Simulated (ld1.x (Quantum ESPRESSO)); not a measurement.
**How hard is this oxygen RRKJ potential?**

O, norm-conserving RRKJ (Kleinman–Bylander form), made with ld1.x (Quantum ESPRESSO) 7.5 (LDA (PZ), scalar-relativistic). Core [He], reference 2s2 2p4. Waves: 2s (bound): rc 0.70 bohr; 3d channel at -0.2 Ry: rc 0.70 bohr; 2p (bound): rc 0.95 bohr. Local part: the p channel. Core correction: Bessel-smoothed model core, default radius (core density twice the valence density).

The pseudo-atom Hamiltonian at the reference potential is diagonalised in spherical Bessel functions j_l(qr) that vanish at 20 bohr, with q² up to the cutoff. All-electron valence levels (Ry): 2s -1.7458, 2p -0.6761.

Question: How do the lowest levels (Ry) of each channel move with the cutoff, and are there ghosts?

Answer:

| cutoff (Ry) | s #1 | s #2 | d #1 | d #2 | p #1 | p #2 | f #1 | f #2 | Σ f·Δε (mRy) |
| --- | --- | --- | --- | --- | --- | --- | --- | --- | --- |
| 8 | -1.5412 | -0.0021 | 0.0797 | 0.1898 | -0.0606 | 0.0541 | 0.1208 | 0.2635 | 2871.3 |
| 18 | -1.5629 | -0.0027 | 0.0797 | 0.1897 | -0.2232 | 0.0467 | 0.1208 | 0.2635 | 2177.7 |
| 30 | -1.6200 | -0.0039 | 0.0797 | 0.1897 | -0.3846 | 0.0440 | 0.1208 | 0.2635 | 1417.7 |
| 50 | -1.7067 | -0.0059 | 0.0797 | 0.1897 | -0.5521 | 0.0422 | 0.1208 | 0.2635 | 574.2 |
| 70 | -1.7346 | -0.0066 | 0.0797 | 0.1897 | -0.6314 | 0.0416 | 0.1208 | 0.2635 | 201.0 |
| 110 | -1.7451 | -0.0068 | 0.0797 | 0.1897 | -0.6736 | 0.0413 | 0.1208 | 0.2635 | 11.3 |
| 160 | -1.7458 | -0.0068 | 0.0797 | 0.1897 | -0.6758 | 0.0413 | 0.1208 | 0.2635 | 1.5 |
| 260 | -1.7458 | -0.0068 | 0.0797 | 0.1897 | -0.6761 | 0.0413 | 0.1208 | 0.2635 | 0.1 |
| 400 | -1.7459 | -0.0068 | 0.0797 | 0.1897 | -0.6761 | 0.0413 | 0.1208 | 0.2635 | 0.0 |

Result: no extra level below or beside the all-electron valence levels (s, d, p, f tested); 10 mRy is reached at 120 Ry and 1 mRy at 200 Ry.
